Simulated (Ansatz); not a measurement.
Total energies of `c1cc2ncc3ccc4nccc(c2c1)c34` from Ansatz at PBE-D4/def2-SVP, gas phase (1 Eh = 27.2114 eV = 2625.5 kJ/mol). The reference geometry is relaxed at PBE0-D4/def2-SVP.

```xyz
24

C    -3.188   -1.504   -1.031
C    -3.239   -0.142   -1.083
C    -1.955    0.374   -0.666
N    -1.738    1.653   -0.626
C    -0.604    2.294   -0.262
C     0.595    1.773    0.154
C     1.771    2.570    0.528
C     2.783    1.747    0.889
C     2.314    0.360    0.767
N     2.993   -0.734    1.023
C     2.321   -1.890    0.827
C     1.013   -1.977    0.390
C     0.266   -0.800    0.110
C    -1.095   -0.833   -0.346
C    -1.880   -1.929   -0.581
C     0.963    0.393    0.313
H    -4.000   -2.187   -1.285
H    -4.068    0.498   -1.377
H    -0.679    3.387   -0.315
H     1.790    3.660    0.507
H     3.784    2.024    1.218
H     2.880   -2.808    1.038
H     0.559   -2.960    0.263
H    -1.583   -2.970   -0.454
```

```tsv
state	geometry	energy (Eh)
charge 0 singlet	reference	-646.53764
charge 1 doublet	reference	-646.25149
charge -1 doublet	reference	-646.60833
charge -1 doublet	relaxed at PBE0-D4/def2-SVP	-646.61671
free C atom (triplet)	–	-37.75124
free N atom (quartet)	–	-54.46658
free H atom (doublet)	–	-0.49863
```

Problem. Work out the vertical ionisation energy to the doublet.

Solution. E(charge 1 doublet) − E(charge 0 singlet) = -646.25149 − (-646.53764) = 0.28615 Eh = 7.79 eV. For comparison, −ε of the highest occupied level is 5.47 eV at this level, 2.32 eV less.

Problem. Work out the vertical electron affinity, to the doublet.

Solution. E(charge 0 singlet) − E(charge -1 doublet) = -646.53764 − (-646.60833) = 0.07069 Eh = 1.92 eV. The basis lacks diffuse functions, which makes affinities too small.

Problem. Give the fundamental gap IE − EA, the Mulliken electronegativity (IE + EA)/2 and the hardness (IE − EA)/2.

Solution. From the values in Eh: IE − EA = 0.28615 − 0.07069 = 0.21546 Eh = 5.86 eV; (IE + EA)/2 = 4.86 eV; (IE − EA)/2 = 2.93 eV. The HOMO–LUMO gap of the same run is 1.43 eV, 4.43 eV smaller than the fundamental gap.

Problem. How much does the charge -1 doublet relax, and what is the adiabatic electron affinity?

Solution. Relaxation: -646.60833 − (-646.61671) = 0.00838 Eh = 0.23 eV. Adiabatic electron affinity: 0.07907 Eh = 2.15 eV, without zero-point energy. 

Problem. What is the binding energy per atom against free atoms?

Solution. Atoms: 14 × (-37.75124) + 2 × (-54.46658) + 8 × (-0.49863) = -641.43956 Eh. Binding: -641.43956 − (-646.53764) = 5.09808 Eh = 138.73 eV, or 5.78 eV for each of 24 atoms (no zero-point energy, no counterpoise term).

At PBE-D4/def2-SVP the gap within one spin of the charge 1 doublet nearly closes, so an electron or hole may be smeared out by delocalisation error. At PBE-D4/def2-SVP the highest occupied level of the charge -1 doublet lies above zero (up to 0.29 eV). By energy differences its removal costs 1.92 eV (vertical, to the charge 0 singlet, at PBE-D4/def2-SVP); self-interaction error and the lack of diffuse functions both raise the level.
